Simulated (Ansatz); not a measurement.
One change: `N[SiH2][SiH2]S` becomes `N[SiH2][SiH](O)S`.

Ansatz, PBE0-D4/def2-TZVP geometries, multiplicity 1. Each molecule was computed in one conformer, which needn't be the lowest.

| property | `N[SiH2][SiH2]S` |
| --- | --- |
| HOMO–LUMO gap (PBE0/def2-TZVPP) / eV | 6.89 |
| HOMO–LUMO gap (PBE/def2-TZVPP) / eV | 4.74 |
| HOMO energy (PBE0/def2-TZVPP) / eV | -7.35 |
| size of the dipole moment (ωB97M-V/def2-TZVPP) / D | 0.75 |
| HOMO–LUMO gap (B3LYP/def2-TZVPP) / eV | 6.46 |
| LUMO energy (PBE0/def2-TZVPP) / eV | -0.46 |

Problem. Give the same properties after the change, and the shifts. (An estimate is asked.)

Solution. The calculation gave: 
```tsv
property	`N[SiH2][SiH](O)S`	shift
HOMO–LUMO gap (PBE0/def2-TZVPP) / eV	6.83	-0.06
HOMO–LUMO gap (PBE/def2-TZVPP) / eV	4.74	0.00
HOMO energy (PBE0/def2-TZVPP) / eV	-7.34	0.01
size of the dipole moment (ωB97M-V/def2-TZVPP) / D	1.85	1.10
HOMO–LUMO gap (B3LYP/def2-TZVPP) / eV	6.41	-0.05
LUMO energy (PBE0/def2-TZVPP) / eV	-0.51	-0.05
```

Dipoles are sizes alone; their direction can turn.

Positive LUMOs are unbound, so they and the gaps depend on the basis.

B3LYP here is the variant with VWN-RPA as its local correlation; programs differ in this.
